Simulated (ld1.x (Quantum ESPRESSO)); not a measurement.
Configuration tests for O (Z = 8) (RRKJ)

| Quantity | Value |
| --- | --- |
| Element | oxygen (O) |
| Generator | ld1.x (Quantum ESPRESSO) 7.5 |
| Type | norm-conserving RRKJ (Kleinman–Bylander form) |
| Functional | PBE |
| Relativity | non-relativistic |
| Frozen core | [He] |
| Valence charge | 6 |
| Reference configuration | 2s2 2p4 |
| Partial waves | 2p (bound): rc 1.20 bohr; 3d channel at 0.3 Ry: rc 1.05 bohr; 2s (bound): rc 0.70 bohr |
| Local potential | the s channel |
| Core correction | a·sin(br)/r model core inside 0.40 bohr |

Energies are relative to the spin-unpolarised reference configuration 2s2 2p4; without spin polarisation the order of configurations can differ from experiment.

```csv
valence configuration,charge,ΔE all-electron (eV),error AE − PS (meV)
2s2 2p3,+1,16.439,+6.4
2s2 2p1,+3,103.905,+368
2s0 2p6,0,29.828,+44
2s1 2p5,0,14.896,+11
2s2 2p0,+4,180.807,+1225
```

(1) What are ΔE and the potential's error for 2s2 2p2?

(2) What are ΔE and the potential's error for 2s1 2p4?

Levels in the configuration 2s0 2p6:

```csv
level,all-electron (eV),pseudo (eV)
2p,-9.845,-9.862
```

Answers

(1) ΔE = 50.033 eV all-electron; the error (AE − PS) is +75 meV.

(2) ΔE = 31.609 eV all-electron; the error (AE − PS) is -9.3 meV.
